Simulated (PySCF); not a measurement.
## Choosing a basis for TDDFT

Species: B2FH4N.
Z-matrix (Å and degrees, PBE0-D3(BJ)/def2-SVP geometry), rows numbered from 1:
```
B 
N   1  1.4136
B   2  1.4228  1  125.51
F   3  1.3272  2  118.61  1   179.82
H   1  1.2079  2  119.39  3  -179.87
H   1  1.2066  2  118.80  3     0.11
H   2  1.0172  1  118.25  3   179.83
H   3  1.2041  2  121.92  1    -0.17
```

TDDFT with PBE0 (PySCF), vertical singlets, core orbitals frozen in the response, spherical d and f functions. Isolated species at its PBE0-D3(BJ)/def2-SVP geometry (one conformer only).

How do the low singlets change with the basis? Take 6-31G*, def2-SVP, 6-31+G*, def2-SVPD, aug-cc-pVDZ, def2-TZVP, def2-TZVPD and aug-cc-pVTZ.

| basis | functions | diffuse | S1 (eV) | S2 (eV) | S3 (eV) | S4 (eV) | S5 (eV) | LUMO (eV) | α (au) |
| --- | --- | --- | --- | --- | --- | --- | --- | --- | --- |
| 6-31G* | 64 | no | 6.70 | 7.65 | 7.75 | 8.74 | 9.10 | -0.61 | 30.5 |
| def2-SVP | 76 | no | 6.53 | 7.54 | 7.68 | 8.61 | 8.83 | -0.91 | 32.1 |
| 6-31+G* | 80 | yes | 6.58 | 7.58 | 7.62 | 8.44 | 8.51 | -1.01 | 34.7 |
| def2-SVPD | 115 | yes | 6.48 | 7.55 | 7.60 | 8.47 | 8.62 | -1.07 | 38.0 |
| aug-cc-pVDZ | 128 | yes | 6.47 | 7.52 | 7.52 | 8.28 | 8.34 | -1.08 | 38.6 |
| def2-TZVP | 148 | no | 6.52 | 7.56 | 7.58 | 8.50 | 8.63 | -1.01 | 36.3 |
| def2-TZVPD | 187 | yes | 6.50 | 7.55 | 7.56 | 8.38 | 8.50 | -1.04 | 38.6 |
| aug-cc-pVTZ | 276 | yes | 6.49 | 7.54 | 7.55 | 8.28 | 8.33 | -1.06 | 38.7 |

States are compared by their number. Against the largest diffuse basis here (aug-cc-pVTZ, itself not a converged limit), sets without diffuse functions differ by up to 0.21 eV in S1 and 0.76 eV in S5; the smaller diffuse sets differ by up to 0.09 and 0.28 eV. State by state, the largest deviation of a set without diffuse functions is S1 0.21, S2 0.11, S3 0.21, S4 0.46, S5 0.76 eV. The same number needn't mean the same state in each row. Against aug-cc-pVTZ the polarisability deviates by -21% in 6-31G*, -17% in def2-SVP, -10% in 6-31+G*, -2% in def2-SVPD, 0% in aug-cc-pVDZ, -6% in def2-TZVP, 0% in def2-TZVPD. A single + in a Pople set puts diffuse functions on heavy atoms only.
